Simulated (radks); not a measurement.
Spherical quantum dot in the effective-mass picture: electrons in a parabolic well V = omega^2 r^2 / 2 with omega = 0.145, all in effective atomic units (hartree* = m*/eps^2 hartree, bohr* = eps/m* bohr), one dielectric constant everywhere. Calculated with a radial shooting solver with Libxc functionals: non-relativistic Kohn-Sham, LDA (Slater exchange, Perdew-Wang correlation), spin-polarised, spherical densities. Levels are named by radial order and angular momentum (1s, 1p, 1d, 2s, ...), and open shells are averaged over m.

N = 14, configuration 1s2 1p6 1d(up 5, down 1). This is the lowest configuration that the search found. Occupied and some empty levels:

level    occupation  eigenvalue (hartree*)  <r> (bohr*)
1s up             1                 2.2287        5.551
1s down           1                 2.2420        5.353
1p up             3                 2.2706        6.501
1p down           3                 2.2870        6.455
1d up             5                 2.3247        7.144
1d down           1                 2.3419        7.161
2s up             0                 2.3548        5.657
2s down           0                 2.3632        5.764
1f up             0                 2.3890        7.655
1f down           0                 2.4060        7.701
2p up             0                 2.4322        6.474
2p down           0                 2.4419        6.484

Energy (hartree*): total 19.4028, kinetic 1.2246, external 6.9439, Hartree 13.340, exchange-correlation -2.1054.

Electron density:

r (bohr*)  n(r) (e/bohr*^3)
0.275              0.002486
0.965              0.002674
1.66               0.003065
2.35               0.003640
3.04               0.004352
3.73               0.005115
4.42               0.005790
5.11               0.006207
5.80               0.006190
6.49               0.005635
7.18               0.004586
7.87               0.003273
8.56               0.002011
9.25               0.001051
9.94              0.0004641
10.6              0.0001724
11.3             0.00005393
12.0             0.00001423
12.7              3.187e-06
13.4              6.034e-07
